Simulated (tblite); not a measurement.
Species: C7H9 (doublet state).
Geometry (GFN2-xTB, Å), atoms numbered from 1 in this order:
```
atom  x, y, z in Å
C1     2.642    0.877   -0.487
C2     1.437    0.907   -0.039
C3     0.815   -0.120    0.921
C4    -0.404   -0.716    0.289
C5    -0.352   -1.915   -0.298
C6    -1.646    0.047    0.278
C7    -1.851    1.240    0.825
H8     3.517    0.276   -0.409
H9     0.745    1.690   -0.326
H10    0.561    0.398    1.847
H11    1.550   -0.893    1.139
H12    0.552   -2.499   -0.318
H13   -1.213   -2.351   -0.776
H14   -2.464   -0.440   -0.238
H15   -1.089    1.784    1.358
H16   -2.810    1.725    0.758
```

Calculated harmonic vibrations of the isolated species, GFN2-xTB (tblite), most abundant isotopes, no scaling. The method is semi-empirical: single wavenumbers can be off by several per cent or more. One conformer, not necessarily the lowest. Open shells enter through the occupations alone, without spin polarisation, and single modes of such species can be off by tens of per cent.

Harmonic wavenumbers (cm⁻¹): 63.1, 76.5, 131.7, 196.9, 275.7, 375.2, 412.4, 437.0, 518.1, 596.4, 656.6, 723.1, 739.7, 838.7, 876.2, 889.6, 893.7, 942.5, 952.7, 975.6, 1013.6, 1032.8, 1109.4, 1212.0, 1257.0, 1297.0, 1298.4, 1409.7, 1419.9, 1468.5, 1645.8, 1672.2, 1725.3, 2971.7, 3004.4, 3014.6, 3050.8, 3105.1, 3107.4, 3127.5, 3131.9, 3195.9.

A = 3916, B = 1998, C = 1465 MHz; mass 93.070 u (most abundant isotopes); point group C1, symmetry number 1; spin multiplicity 2.

Q: What is the zero-point energy?

A: Half the sum of the wavenumbers: 28421 cm⁻¹ = 340.00 kJ/mol.

Q: Give the ideal-gas entropy at 298.15 K and 1 bar in the rigid-rotor, harmonic-oscillator model (classical rotation).

A: Translation 165.39, rotation 116.02, vibration 88.46, spin (R ln 2) 5.76: S = 375.6 J/(mol K).

Q: And Cp and H(298.15 K) − H(0)?

A: Cp = 133.49 J/(mol K), of which vibrations give 100.23 (their classical limit is 42 R = 349.2); H(298.15 K) − H(0) = 24.18 kJ/mol without the zero-point energy, 14.26 from vibrations.

Q: How do the functions run with temperature in this model?

A: 
```csv
T (K),S (J/(mol K)),Cp (J/(mol K)),H − H(0) (kJ/mol),G − H(0) (kJ/mol),ln q(vib)
150,304.8,80.2,8.45,-37.27,2.09
250,353.8,115.5,18.19,-70.26,3.96
400,420.0,169.2,39.63,-128.36,6.88
600,499.4,222.6,79.17,-220.47,10.86
900,600.1,273.2,154.17,-385.89,16.61
```

q(vib) and H(0) count from the zero-point level.

Q: Which modes carry the vibrational entropy at 298.15 K?

A: 63.1 cm⁻¹: 18.23; 76.5 cm⁻¹: 16.65; 131.7 cm⁻¹: 12.22; 196.9 cm⁻¹: 9.05; 275.7 cm⁻¹: 6.53; 375.2 cm⁻¹: 4.43 J/(mol K); the other 36 give 21.36 together.

Q: Blend soft modes into free rotors: weight 1/[1 + (100 cm⁻¹/ν̃)⁴] for the oscillator and the rest for a rotor with moment μB/(μ + B), μ = h/(8π²ν), B = 10⁻⁴⁴ kg m². What vibrational entropy results?

A: 81.72 J/(mol K) in place of 88.46, which changes −T·S at 298.15 K by +2.01 kJ/mol.

Hindered rotation and anharmonicity are outside this model. Other conformers, if any are populated, would add a mixing term that is left out. The structure is chiral; the term R ln 2 for an equal mix with its mirror image is left out.

Run on Arm Neoverse N1, one thread, no GPU, shared host. This covers the Hessian and the dipole derivatives.
